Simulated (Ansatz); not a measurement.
Ligands exchanged one at a time, Sn OH-H. All species are isolated molecules in the gas phase. One relaxed conformer stands for each flexible species; it need not be the lowest. Strings in code marks are SMILES.

Quantity: redistribution energy (mixed species minus the weighted end members), in eV.

A: 1 of 4 OH replaced by H: `[OH][SnH]([OH])[OH]`
B: 3 of 4 OH replaced by H: `[OH][SnH3]`
C: 2 of 4 OH replaced by H: `[OH][SnH2][OH]` (H–O–Sn–O torsion 55°, O–Sn–O–H torsion -102°)

Q: Rank these by redistribution energy (mixed species minus the weighted end members) (lowest first), as frozen-core MP2/def2-TZVPP // PBE-D3(BJ)/def2-TZVP (Ansatz, a quantum-chemistry and plane-wave program) gives it.

A: A (-0.004 eV), C (0.113 eV), B (0.139 eV)
